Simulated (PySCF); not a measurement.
H5P2, SMILES P[PH3+], charge +1. Atoms are numbered in the order given.

```xyz
7

P      1.1749    -0.1158     0.0000
P     -1.0223     0.0041     0.0000
H      1.2218     0.8663     1.0430
H      1.2218     0.8663    -1.0430
H     -1.5511    -0.6699    -1.1237
H     -1.5511    -0.6699     1.1237
H     -1.6291     1.2832     0.0000
```
Charge +1, spin multiplicity 1.

The structure is a stationary point at PBE-D3(BJ)/def2-TZVP. The isomer is the one that the SMILES or the coordinates give; other isomers of the formula were not compared.

Two levels are set side by side: PBE/pcJ-1 (PySCF) and PBE0/pcJ-1 (PySCF). One-bond couplings, all four terms, same geometry. Isotopes: 1H, 31P. Differences are taken from unrounded values.

| quantity | PBE0 |
|---|---|
| ¹J(P1,P2) (Hz) | -328.4 |
| ¹J(P1,H3) (Hz) | 156.8 |
| ¹J(P1,H4) (Hz) | 156.8 |
| ¹J(P2,H5) (Hz) | 483.0 |
| ¹J(P2,H6) (Hz) | 483.0 |
| ¹J(P2,H7) (Hz) | 474.3 |

Question: What does PBE give, and how far is it from PBE0? (The exact figures need the calculation; the answer reports its results.)

Answer: 
```
quantity           PBE  PBE minus PBE0
--------------  ------  --------------
¹J(P1,P2) (Hz)  -330.9            -2.5
¹J(P1,H3) (Hz)   127.7           -29.1
¹J(P1,H4) (Hz)   127.7           -29.1
¹J(P2,H5) (Hz)   450.8           -32.2
¹J(P2,H6) (Hz)   450.8           -32.2
¹J(P2,H7) (Hz)   439.4           -34.9
```

Rough cost on one machine, each run with all the roots and properties that it gave: PBE0 against PBE about 2 times.
